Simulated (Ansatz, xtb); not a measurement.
B2FH2OSi: where a starting geometry ends

The starting geometry of this gas-phase doublet was built from a drawn formula by distance geometry and a force field; its bonds are those of `FB1O[B][SiH2]1`.

```yaml
atoms:
  - { symbol: B, position_ang: [-1.1096, 0.0200, 2.7714] }
  - { symbol: B, position_ang: [0.3626, 1.7513, 3.1441] }
  - { symbol: F, position_ang: [-2.0832, -0.8125, 3.4275] }
  - { symbol: O, position_ang: [0.3434, 0.3179, 2.9666] }
  - { symbol: Si, position_ang: [-1.1940, 1.8108, 2.1042] }
  - { symbol: H, position_ang: [-2.2869, 2.5469, 2.7393] }
  - { symbol: H, position_ang: [-0.9560, 1.9519, 0.6794] }
```

Q: Where would you expect an optimisation with r2SCAN-D4/def2-SVP to take it?

A: It keeps its bonds, and is `FB1O[B][SiH2]1`. Distances that change by over a tenth: B2–Si5 (1.87 → 2.06 Å).

The energy falls by 1.78 eV over 11 steps:

```json
{"step": "1", "E − E(last) (eV)": "1.784"}
{"step": "2", "E − E(last) (eV)": "0.430"}
{"step": "3", "E − E(last) (eV)": "0.047"}
{"step": "4", "E − E(last) (eV)": "0.016"}
{"step": "5", "E − E(last) (eV)": "0.006"}
{"step": "7", "E − E(last) (eV)": "0.000"}
{"step": "8", "E − E(last) (eV)": "0.000"}
{"step": "9", "E − E(last) (eV)": "0.000"}
{"step": "10", "E − E(last) (eV)": "0.000"}
{"step": "11", "E − E(last) (eV)": "0.000"}
```

Final geometry (Å):

| atom | x (Å) | y (Å) | z (Å) |
| --- | --- | --- | --- |
| B | -1.0851 | 0.0750 | 2.8906 |
| B | 0.4356 | 1.5215 | 3.1131 |
| F | -1.7720 | -0.9668 | 3.3143 |
| O | 0.2863 | 0.1565 | 3.1886 |
| Si | -1.3256 | 1.9285 | 2.1168 |
| H | -2.3765 | 2.8840 | 2.5637 |
| H | -1.0864 | 1.9877 | 0.6454 |

From the same start GFN2-xTB reaches the same bonding as this run.

No frequencies were run, so the end isn't proven a minimum. Open shells are spin-unrestricted. Run with Ansatz 0.2.0, 4.1 min on 1 thread of Arm Neoverse N1, with other jobs on the host.
